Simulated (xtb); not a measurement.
F5Mo, charge +1, singlet, at a GFN2-xTB geometry (such geometries of metal compounds can be far from the true shape) (the multiplicity is a formal guess); GFN1-xTB with ALPB(acetonitrile) (xtb).

xtb was given this input:
```
$ xtb mol.xyz --gfn 1 --chrg 1 --alpb acetonitrile --json

# file mol.xyz
6

Mo    -0.00000000     0.00000000     0.00000000
F      1.13923211    -0.67479094     1.06124415
F     -1.13923211     0.67479094    -1.06124415
F      0.19696813     1.53441364     0.76421247
F      0.99576562    -0.42956028    -1.34207718
F     -1.19273375    -1.10485336     0.57786471
```

Task: What does xtb print? Leave out banner, timings and long lists.

Result: 
```
   ID    Z sym.   atoms
    1   42 Mo     1
    2    9 F      2-6

           -------------------------------------------------
          |                Calculation Setup                |
           -------------------------------------------------

           -------------------------------------------------
          |                 G F N 1 - x T B                 |
           -------------------------------------------------

      * Solvation model:               ALPB
        Solvent                        acetonitrile
        Parameter file                 internal GFN1-xTB/ALPB
        Dielectric constant                3.7500E+01
        Reference state                gsolv [1 M gas/solution]
        Free energy shift                  6.2816E-03 Eh       3.9417E+00 kcal/mol
        Temperature                        2.9815E+02 K
        Density                            7.8600E-01 kg/L
        Solvent mass                       4.1050E+01 g/mol
        Interaction kernel             P16
        Born radius scaling (c1)           1.7240E+00
        Born radii integrator          GBOBC
        Born offset                        0.0000E+00 a0       0.0000E+00 AA
        H-bond correction              true
        Ion screening                  false
        Surface tension                    1.0000E-05 Eh       1.5569E+01 dyn/cm
        Grid points                               230 per atom

          ...................................................
          :                      SETUP                      :
          :.................................................:
          :  # basis functions                  30          :
          :  # atomic orbitals                  29          :
          :  # shells                           13          :
          :  # electrons                        40          :
          :  # halogen bonds                     0          :
          :  max. iterations                   250          :
          :  Hamiltonian                  GFN1-xTB          :
          :  restarted?                      false          :
          :  GBSA solvation                   true          :
          :  PC potential                    false          :
          :  electronic temp.          300.0000000     K    :
          :  accuracy                    1.0000000          :
          :  -> integral cutoff          0.2500000E+02      :
          :  -> integral neglect         0.1000000E-07      :
          :  -> SCF convergence          0.1000000E-05 Eh   :
          :  -> wf. convergence          0.2000000E-04 e    :
          :  Broyden damping             0.4000000          :
          :  net charge                          1          :
          :  unpaired electrons                  0          :
          ...................................................

 iter      E             dE          RMSdq      gap      omega  full diag
   1    -27.4113160 -0.274113E+02  0.123E+01    8.76       0.0  T
   2    -27.5863852 -0.175069E+00  0.467E+00    6.55       1.0  T
   3    -27.5876608 -0.127564E-02  0.202E+00    6.33       1.0  T
   4    -27.5877855 -0.124705E-03  0.211E-01    6.44       1.0  T
   5    -27.5878746 -0.890742E-04  0.281E-02    6.39       1.5  T
   6    -27.5878757 -0.104068E-05  0.342E-02    6.41       1.2  T
   7    -27.5878778 -0.215602E-05  0.201E-03    6.40      20.3  T
   8    -27.5878778 -0.833970E-08  0.871E-06    6.40    4685.1  T
   9    -27.5878778 -0.131450E-12  0.319E-06    6.40   12811.5  T

   *** convergence criteria satisfied after 9 iterations ***

         :::::::::::::::::::::::::::::::::::::::::::::::::::::
         ::                     SUMMARY                     ::
         :::::::::::::::::::::::::::::::::::::::::::::::::::::
         :: total energy             -27.531829682668 Eh    ::
         :: total w/o Gsasa/hb       -27.536368851893 Eh    ::
         :: gradient norm              0.015617053711 Eh/a0 ::
[...]
         :: total charge               1.000000000000 e     ::
         :::::::::::::::::::::::::::::::::::::::::::::::::::::

           -------------------------------------------------
          |                Property Printout                |
           -------------------------------------------------

    * Orbital Energies and Occupations

         #    Occupation            Energy/Eh            Energy/eV
      -------------------------------------------------------------
         1        2.0000           -1.0125929             -27.5541
       ...           ...                  ...                  ...
         8        2.0000           -0.7014027             -19.0861
         9        2.0000           -0.6995791             -19.0365
        10        2.0000           -0.6995791             -19.0365
        11        2.0000           -0.6883879             -18.7320
        12        2.0000           -0.6844973             -18.6261
        13        2.0000           -0.6844973             -18.6261
        14        2.0000           -0.6745654             -18.3559
        15        2.0000           -0.6738604             -18.3367
        16        2.0000           -0.6664838             -18.1359
        17        2.0000           -0.6664838             -18.1359
        18        2.0000           -0.6652954             -18.1036
        19        2.0000           -0.6626141             -18.0306
        20        2.0000           -0.6626141             -18.0306 (HOMO)
        21                         -0.4274230             -11.6308 (LUMO)
        22                         -0.4274230             -11.6308
        23                         -0.3966149             -10.7924
        24                         -0.3966149             -10.7924
        25                         -0.1905098              -5.1840
        26                         -0.0502515              -1.3674
        27                         -0.0502515              -1.3674
        28                         -0.0380297              -1.0348
        29                          0.0325816               0.8866
      -------------------------------------------------------------
                  HL-Gap            0.2351911 Eh            6.3999 eV
             Fermi-level           -0.5450186 Eh          -14.8307 eV

  Mulliken/CM5 charges         n(s)   n(p)   n(d)
     1Mo    2.69415  3.43478   0.614  1.002  1.690
     2F    -0.35573 -0.51019   1.772  5.584  0.000
     3F    -0.35573 -0.51019   1.772  5.584  0.000
     4F    -0.32756 -0.47147   1.774  5.553  0.000
     5F    -0.32756 -0.47147   1.774  5.553  0.000
     6F    -0.32756 -0.47147   1.774  5.553  0.000

Wiberg/Mayer (AO) data.
largest (>0.10) Wiberg bond orders for each atom

 ---------------------------------------------------------------------------
     #   Z sym  total        # sym  WBO       # sym  WBO       # sym  WBO
 ---------------------------------------------------------------------------
     1  42 Mo   5.317 --     5 F    1.083     4 F    1.083     6 F    1.083
                             2 F    1.034     3 F    1.034
     2   9 F    1.161 --     1 Mo   1.034
     3   9 F    1.161 --     1 Mo   1.034
     4   9 F    1.205 --     1 Mo   1.083
     5   9 F    1.205 --     1 Mo   1.083
     6   9 F    1.205 --     1 Mo   1.083
 ---------------------------------------------------------------------------

Topologies differ in total number of bonds
Writing topology from bond orders to xtbtopo.mol

 dipole moment from electron density (au)
     X       Y       Z
   0.0000   0.0000  -0.0000  total (Debye):    0.000

           -------------------------------------------------
          | TOTAL ENERGY              -27.531829682668 Eh   |
          | GRADIENT NORM               0.015617053711 Eh/α |
          | HOMO-LUMO GAP               6.399874722153 eV   |
           -------------------------------------------------

normal termination of xtb
```
